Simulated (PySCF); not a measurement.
## Ionisation energy of Sb by level of theory

Sb [Kr] 4d10 5s2 5p3 (4S) → Sb⁺ [Kr] 4d10 5s2 5p2 (3P), as a difference of total energies. Calculation: PySCF 2.14, in aug-cc-pwCVDZ-PP with ECP28MDF (6s5p4d1f, 48 functions); scalar relativity through the core potential. Correlated levels: valence: 4s2 4p6 4d10 frozen; valence and next inner shell: nothing frozen outside the core potential. The calculations carry no spin-orbit coupling.

```
                                method  ionisation energy (eV)
                                   UHF                   8.593
                                   LDA                   9.132
                                   PBE                   8.970
                                  PBE0                   9.047
                                r2SCAN                   9.181
                                  BLYP                   8.724
                                 HSE06                   9.031
                                 M06-L                   8.731
                                PBEsol                   9.007
                         MP2 (valence)                   8.915
                     SCS-MP2 (valence)                   8.803
    MP2 (valence and next inner shell)                   9.011
SCS-MP2 (valence and next inner shell)                   8.861
```

Errors of the correlated levels include the incompleteness of this basis and the frozen core.

Q: Which method comes closest to the reference value, and which is furthest?

A: The reference is 9.124 eV (measured; NIST levels, between the centres of gravity of the two terms). Closest: LDA (error 0.008 eV); furthest: UHF (error -0.531 eV).
